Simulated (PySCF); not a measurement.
This PySCF input asks for the NMR shieldings of `COC1=CC=C(C)[SiH2]BC1`, C7H13BOSi; the geometry comes from GFN2-xTB.

```python
import basis_set_exchange as bse
import numpy as np
from pyscf import gto, dft
from pyscf.prop import nmr

atoms = """
C     3.424596   -0.632040   -0.941150
O     2.380298    0.288462   -1.137405
C     1.266683    0.252243   -0.336493
C     0.391151    1.266414   -0.542790
C    -0.851959    1.547273    0.139359
C    -1.841114    0.690062    0.415974
C    -3.057666    1.138183    1.161541
Si   -1.761671   -1.100026   -0.209865
B     0.137485   -1.496145   -0.378325
C     1.068745   -0.826464    0.691869
H     4.158275   -0.403429   -1.713447
H     3.896442   -0.513219    0.040194
H     3.086031   -1.665123   -1.064367
H     0.719332    2.030538   -1.239276
H    -0.978459    2.600822    0.383866
H    -3.952300    0.916881    0.581869
H    -3.031742    2.205004    1.380784
H    -3.136809    0.591084    2.100531
H    -2.522663   -1.890871    0.780422
H    -2.608950   -1.123414   -1.420967
H     0.623136   -2.138156   -1.234487
H     0.582455   -0.414375    1.574013
H     2.003951   -1.296720    0.978228
"""
names = dict.fromkeys(["C", "O", "Si", "B", "H"], "pcSseg-1")
basis = {el: gto.basis.parse(bse.get_basis(n, elements=[el], fmt="nwchem")) for el, n in names.items()}
mol = gto.M(atom=atoms, basis=basis, charge=0, verbose=0)
mf = dft.RKS(mol, xc="PBE0")
mf.grids.level = 2
mf.grids.alignment = dft.numint.BLKSIZE   # the property module wants whole blocks of grid points
mf.conv_tol = 1e-9
mf.kernel()

calc = nmr.RKS(mf)   # GIAO
C = mf.mo_coeff
Co = C[:, mf.mo_occ > 0]
resp = mf.gen_response(singlet=True, hermi=2)
def vind(x):   # induced exchange potential for any number of trial vectors
    d = np.einsum("pi,xij,qj->xpq", C, 2 * x.reshape(-1, C.shape[1], Co.shape[1]), Co, optimize=True)
    return np.einsum("xpq,pi,qj->xij", resp(d - d.transpose(0, 2, 1)), C, Co, optimize=True).ravel()
mo1, _ = nmr.rhf.solve_mo1(calc, with_cphf=vind)
sigma = calc.kernel(mo1)
for i, s in enumerate(sigma):   # ppm
    print("%2d %-2s %9.2f" % (i, mol.atom_pure_symbol(i), np.trace(s) / 3))
```

Q: What are the results?

A: 
```
 0 C     132.64
 1 O     239.30
 2 C      51.47
 3 C      44.28
 4 C      47.00
 5 C      37.11
 6 C     157.04
 7 Si    425.78
 8 B      65.26
 9 C     150.45
10 H      27.88
11 H      28.02
12 H      27.88
13 H      24.57
14 H      24.94
15 H      29.33
16 H      29.71
17 H      29.73
18 H      27.75
19 H      27.70
20 H      26.75
21 H      29.27
22 H      28.13
```

These numbers come from an equivalent density-fitted implementation of the same equations, which agrees with the script to about 0.01 ppm for H and up to a few tenths of a ppm for heavy atoms, so last digits may differ.

Size and cost of the density-fitted run: 242 basis functions, 85 s wall time on 1 thread of an AMD EPYC 7R43 64-Core, shared host; peak memory 1.2 GiB.
